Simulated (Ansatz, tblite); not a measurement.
Forces on SbH2(SiMe3) (C₃H₁₁SbSi) at its B3LYP-D4/def2-SVP geometry. Charge 0, multiplicity 1.

In the def2 sets Sb takes a core potential; there is no spin–orbit coupling. The xTB rows come from tblite.

GFN1-xTB (tblite), largest force 1.37 eV/Å:

```xyz
16
positions Å, forces eV/Å
Sb    1.804    1.811   -0.739   -0.116   -0.056    0.299
H     0.974    2.990    0.209    0.204   -0.312   -0.094
H     2.780    1.357    0.610   -0.291    0.140   -0.210
Si    0.025   -0.006   -0.130    0.934    0.979   -0.234
C    -1.583    0.434   -1.024   -0.263   -0.099   -0.039
C     0.668   -1.672   -0.752   -0.072   -0.271   -0.016
C    -0.277   -0.089    1.733   -0.187   -0.172    0.218
H    -2.351   -0.336   -0.837   -0.012    0.298   -0.193
H    -1.431    0.502   -2.113   -0.219    0.032    0.229
H    -1.982    1.400   -0.676   -0.055   -0.242   -0.209
H     0.858   -1.647   -1.837    0.018   -0.191    0.256
H     1.608   -1.951   -0.250   -0.212   -0.096   -0.225
H    -0.069   -2.469   -0.556    0.319   -0.009   -0.155
H     0.649   -0.342    2.274   -0.310    0.060    0.054
H    -0.641    0.876    2.121    0.068   -0.297    0.097
H    -1.032   -0.859    1.968    0.194    0.234    0.221
```

GFN2-xTB (tblite), largest force 0.94 eV/Å:

```
Sb -0.152 -0.121 0.197
H 0.155 -0.217 -0.040
H -0.211 0.116 -0.124
Si 0.641 0.666 -0.192
C -0.686 0.062 -0.285
C 0.147 -0.704 -0.191
C -0.235 -0.157 0.734
H 0.306 0.432 -0.161
H -0.120 -0.022 0.502
H 0.161 -0.460 -0.203
H -0.076 -0.068 0.505
H -0.442 0.099 -0.269
H 0.427 0.325 -0.149
H -0.445 0.123 -0.215
H 0.172 -0.457 -0.145
H 0.359 0.384 0.035
```

r2SCAN-D4/def2-TZVP (Ansatz), largest force 0.30 eV/Å:

```
Sb -0.080 -0.019 0.260
H 0.090 -0.145 -0.085
H -0.121 0.051 -0.141
Si -0.067 -0.070 0.020
C -0.039 0.030 -0.033
C 0.033 -0.043 -0.024
C 0.005 0.015 0.062
H 0.200 0.198 -0.046
H -0.050 -0.020 0.290
H 0.103 -0.260 -0.099
H -0.051 -0.017 0.291
H -0.251 0.068 -0.139
H 0.190 0.209 -0.047
H -0.253 0.068 -0.143
H 0.098 -0.262 -0.102
H 0.193 0.197 -0.065
```
